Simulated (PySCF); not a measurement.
C2H8SSi2, SMILES C=C[SiH2][SiH2]S at its GFN2-xTB optimised geometry (Å):

```
13

C      1.8413     0.7746     2.6304
C      2.5558     0.2519     1.6461
Si     1.8547    -0.3397     0.0000
Si    -0.4537    -0.3397     0.0000
S     -1.1387     1.7163     0.0000
H      2.2831     1.1095     3.5570
H      0.7722     0.9015     2.5537
H      3.6271     0.1582     1.7831
H      2.4320     0.4917    -1.0655
H      2.3221    -1.7163    -0.2251
H     -1.1241    -0.9408     1.1562
H     -1.0984    -0.9275    -1.1763
H     -2.4320     1.4507    -0.0719
```

Calculation: CAM-B3LYP/def2-TZVP (PySCF). Cells within 0.4 Å of a nucleus heavier than hydrogen are left out (blank, or x).

Map of the deformation density (molecule minus spherical neutral atoms) (e/bohr³) on the plane z = 0.0 Å:

```
|222222222222222222222222222|
|222222222222222222222222222|
|222222222222222222222222222|
|222222222222222222222222222|
|222222211222222222222222222|
|222221111122222222222222222|
|222211110143211222222222222|
|2221112311x3111122222222222|
|222111584xx1011111111222222|
|2221009941x2111111111112222|
|222110242145311111111111222|
|222211111356321210011111122|
|222211111233213320011111122|
|222221111011x25652x11011122|
|22222211100xx26762xx0001122|
|222222111111x25642x11011122|
|222222211111002322365211122|
|222222211111001222598421222|
|222222221111111112377322222|
|222222222111111112222112222|
|222222222221111222211122222|
|222222222222222222222222222|
|222222222222222222222222222|
|222222222222222222222222222|
|222222222222222222222222222|
|222222222222222222222222222|
|222222222222222222222222222|
```
Scale: ten equal steps from -0.018 (start of '0') to 0.064 (end of '9'), in the order '0123456789'; x runs from -4.50 to 4.50, y from -4.50 (bottom) to 4.50 (top).
